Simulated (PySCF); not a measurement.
```xyz
11

C     -0.8768    -0.8904     0.3517
C      0.2942    -0.0037     0.7237
C      1.1513    -0.3729    -0.4699
C     -0.2941     0.0037    -0.7237
C     -0.2746     1.2633     0.1181
H     -1.8595    -0.6238     0.7526
H     -0.6902    -1.9657     0.2704
H      1.4271    -1.4254    -0.5874
H      1.9210     0.3409    -0.7790
H     -1.2308     1.6247     0.5086
H      0.4324     2.0491    -0.1652
```

Charge 0, multiplicity 1.

Question: Give the Mulliken and meta-Löwdin atomic charges from PySCF with PBE-D3(BJ)/def2-SVP // B3LYP-D3(BJ)/def2-SVP.

Answer: 
```csv
atom,Mulliken (e),meta-Löwdin (e)
C1,-0.06,-0.18
C2,-0.04,-0.06
C3,-0.06,-0.18
C4,-0.04,-0.06
C5,-0.06,-0.18
H6,0.04,0.11
H7,0.04,0.11
H8,0.04,0.11
H9,0.04,0.11
H10,0.04,0.11
H11,0.04,0.11
```
